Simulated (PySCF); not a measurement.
Choosing a molecule for a target property.

All species are isolated and taken at one optimised geometry, non-relativistic unless stated. Electronic properties by PySCF.

Dipoles, sizes and rotational constants follow the conformer. The torsions of the flexible species, by atom-mapped SMILES:
- `[CH3:1][CH2:2][CH2:3][C:4]1=[CH:5][SiH2:6][CH:7]=[CH:8][SiH2:9]1`: C1–C2–C3–C4 62°, C2–C3–C4–C5 -115°
- `[SiH3:1][c:2]1[cH:3][n:4][cH:5][p:6][c:7]1[CH:8]1[CH2:9][CH2:10]1`: P6–C7–C8–C9 -36°
- `[CH3:1]/[CH:2]=[C:3](\[C:4](=[O:5])[F:6])[CH:7]([CH3:8])[CH3:9]`: C2–C3–C4–O5 -7°, C2–C3–C7–C8 103°
- `[F:1]/[CH:2]=[C:3](/[SiH3:4])[CH2:5][SiH2:6][CH:7]([Cl:8])[Cl:9]`: C2–C3–C5–Si6 75°, C3–C5–Si6–C7 162°, C5–Si6–C7–Cl8 61°
- `[CH:1]#[C:2][C@H:3]([CH3:4])[CH2:5][SiH2:6][SiH2:7][CH2:8][F:9]`: C2–C3–C5–Si6 -179°, C3–C5–Si6–Si7 43°, C5–Si6–Si7–C8 65°, Si6–Si7–C8–F9 -52°

The conformers of `CC(C)(C=O)[SiH2][SiH2]C(=O)O`, `CCC[C@@H]1C[SiH2]O[SiH2]1` and `[H]/N=C1/[C@H](CC)CC[C@@H]1F` aren't listed.

(1) Wanted: smallest rotational constant between 0.6 GHz and 0.8 GHz (GFN2-xTB) and dipole moment below 2.3 D (PBE0/pcSseg-1), at GFN2-xTB geometries. Which candidate meets both?
A. `CCCC1=C[SiH2]C=C[SiH2]1`
B. `F/C=C(/[SiH3])C[SiH2]C(Cl)Cl`
C. `C/C=C(\C(=O)F)C(C)C`
D. `p1c(C2CC2)c([SiH3])cnc1`

(2) Wanted: HOMO–LUMO gap above 7 eV (PBE0/pcSseg-1) and HOMO energy below -7.9 eV (PBE0/pcSseg-1), at GFN2-xTB geometries. Which candidate meets both?
A. `CCC[C@@H]1C[SiH2]O[SiH2]1`
B. `CC(C)(C=O)[SiH2][SiH2]C(=O)O`
C. `C([SiH2][SiH2]C[C@@H](C)C#C)F`
D. `C/C=C(\C(=O)F)C(C)C`
E. `N(=C1/[C@@H](F)CC[C@H]1CC)/[H]`
F. `[SiH3]c1cncpc1C1CC1`

Results:

(1) A. Computed values:
```csv
species,smallest rotational constant,dipole moment
F/C=C(/[SiH3])C[SiH2]C(Cl)Cl,0.355 GHz,2.02 D
p1c(C2CC2)c([SiH3])cnc1,0.573 GHz,2.50 D
CCCC1=C[SiH2]C=C[SiH2]1,0.626 GHz,0.56 D
C/C=C(\C(=O)F)C(C)C,0.931 GHz,3.44 D
```

(2) A. Computed values:
| species | HOMO–LUMO gap | HOMO energy |
| --- | --- | --- |
| [SiH3]c1cncpc1C1CC1 | 5.18 eV | -7.03 eV |
| CC(C)(C=O)[SiH2][SiH2]C(=O)O | 6.02 eV | -7.46 eV |
| C/C=C(\C(=O)F)C(C)C | 6.15 eV | -7.82 eV |
| N(=C1/[C@@H](F)CC[C@H]1CC)/[H] | 6.87 eV | -7.25 eV |
| C([SiH2][SiH2]C[C@@H](C)C#C)F | 7.50 eV | -7.64 eV |
| CCC[C@@H]1C[SiH2]O[SiH2]1 | 8.36 eV | -7.97 eV |
